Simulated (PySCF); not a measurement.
**Question.** Give a GFN2-xTB geometry of `C/C([O-])=C\C(C)C`. (Charge -1.)

**Answer.** 
```xyz
18
C6H11O angstrom
C      2.3659    0.2520    0.3067
C      1.6375   -0.6478   -0.7276
O      2.3733   -1.2907   -1.5366
C      0.2758   -0.6897   -0.6885
C     -0.6304    0.0665    0.2355
C     -1.7082   -0.8533    0.8270
C     -1.3189    1.2451   -0.4789
H      2.1821   -0.0915    1.3269
H      2.0418    1.2911    0.2260
H      3.4371    0.2040    0.1127
H     -0.2305   -1.3028   -1.4266
H     -0.0528    0.4803    1.0696
H     -1.2410   -1.6651    1.3814
H     -2.3088   -1.2884    0.0288
H     -2.3746   -0.3089    1.5018
H     -0.5679    1.9266   -0.8731
H     -1.9753    1.7999    0.1978
H     -1.9139    0.8789   -1.3145
```

Any rigid rotation of these coordinates is as good. Atoms count from 1 in this order. The 5 C–C bonds span 1.363 Å (C2=C4, drawn double in one of several resonance forms) to 1.552 Å (C1–C2, drawn single), a spread of 0.189 Å. Of the pairs four or more bonds apart, C1···H12 is among the closest relative to their van der Waals radii: 2.55 Å, 88 % of the sum of Bondi's values. C4 (carbon bonded to 2 C and H) is planar (angles 127.3°, 117.7° and 115.0°, sum 360.0°, 0.02 Å off the plane of its three neighbours). C2 (vinylic carbon bearing oxygen) is planar (angles 125.6°, 117.9° and 116.5°, sum 360.0°, 0.00 Å off the plane of its three neighbours).

Bonds between heavy atoms (Å): C1–C2 1.552, C2–O3 1.268, C2=C4 1.363, C4–C5 1.499, C5–C6 1.535, C5–C7 1.541.

The geometry is computed with GFN2-xTB (gas phase).

Point group: C1 (no symmetry element, even within 0.4 Å). Stationary, but not proved a minimum. Torsions: C2–C4–C5–C6 -134°.

One conformer stands for the species.
